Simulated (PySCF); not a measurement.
**Radial density of Kr²²⁺ (krypton, charge +22)**

B2PLYP, [Ne] 3s2 3p2, high-spin 3P determinant. All numbers are calculated (PySCF 2.14, scalar relativity by spin-free X2C-1e, in an uncontracted even-tempered set (18 s from 2.2 bohr⁻², ratio 2.5; 12 p from 2.9 bohr⁻², ratio 2.5; 5 d from 13 bohr⁻², ratio 2.7; 4 f from 20 bohr⁻², ratio 2.7)).

```
r (bohr)  4πr²ρ (e/bohr)  4πr²(ρα − ρβ)
0.000602          0.2674         0.0000
 0.00101          0.6656         0.0000
 0.00170           1.624         0.0000
 0.00287           3.848         0.0001
 0.00482           8.664         0.0005
 0.00811           17.85         0.0037
  0.0136           31.62         0.0228
  0.0229           43.60         0.1222
  0.0386           41.97         0.5238
  0.0649           35.92         1.4949
   0.109           49.26         1.8408
   0.184           37.44         0.0138
   0.309           12.88         3.5604
   0.520           9.080         4.3080
   0.874          0.4849         0.2440
    1.47       0.0008167         0.0003
```

Densities and radii are taken from the X2C orbitals without a picture-change correction, which distorts them close to the nucleus.

Spin-orbit coupling is strong in this species (close to jj coupling), so the high-spin LS determinant is a model state, not a physical level.
